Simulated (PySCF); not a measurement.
Compound: C₄H₃ClF₂Si.
SMILES with atom numbers: `[F:1][C:2]1=[CH:3][CH:4]=[CH:5][Si@:6]1([F:7])[Cl:8]` (hydrogens: H9 on C3; H10 on C4; H11 on C5)

All values: CAM-B3LYP/def2-SVPD (PySCF, non-relativistic), on one gas-phase PBE0-D3(BJ)/def2-SVP geometry that isn't relaxed in the solvent. The solvent is an IEF-PCM continuum (Bondi radii, 1.10 Å for H, scaled by 1.2), and excitations are vertical TDDFT with non-equilibrium linear response and a frozen core. Specific hydrogen bonds and non-electrostatic terms are outside this model.

```json
{"run": "gas", "E − E(gas) (kcal/mol)": "0.00", "HOMO (eV)": "-8.53", "HOMO–LUMO gap (eV)": "7.25", "dipole (D)": "3.11", "lowest singlet (eV)": "3.98", "static polarisability (au)": "78.4"}
{"run": "P", "E − E(gas) (kcal/mol)": "-3.69", "HOMO (eV)": "-8.30", "HOMO–LUMO gap (eV)": "7.25", "dipole (D)": "4.10", "lowest singlet (eV)": "3.92", "static polarisability (au)": "105.0"}
{"run": "Q", "E − E(gas) (kcal/mol)": "-1.67", "HOMO (eV)": "-8.41", "HOMO–LUMO gap (eV)": "7.25", "dipole (D)": "3.55", "lowest singlet (eV)": "3.93", "static polarisability (au)": "89.1"}
```

Q: The runs were made in benzene and dimethylsulfoxide. Which run belongs to which solvent?

A: P = dimethylsulfoxide, Q = benzene. The dielectric constants are 2.271 (benzene), 46.83 (dimethylsulfoxide), and the energy falls further as ε rises. The optical constants n² used for the excitations are 2.25, 2.19 in the same order. In this model the ground state sees the solvent through ε alone.

Q: How constant is the ratio of the lowering to (ε − 1)/(2ε + 1)?

A: 
| solvent | (ε − 1)/(2ε + 1) | E − E(gas) (kcal/mol) | ratio (kcal/mol) | polarisation term (kcal/mol) |
| --- | --- | --- | --- | --- |
| benzene | 0.229 | -1.67 | -7.3 | -1.81 |
| dimethylsulfoxide | 0.484 | -3.69 | -7.6 | -4.38 |

The ratio changes by +4.7 % in size from benzene to dimethylsulfoxide. The polarisation term is half the interaction of the solute with the induced surface charges.

The run took about 50 s of CPU time (one thread, shared machine). This is the whole response run at CAM-B3LYP/def2-SVPD in dimethylsulfoxide, SCF included.
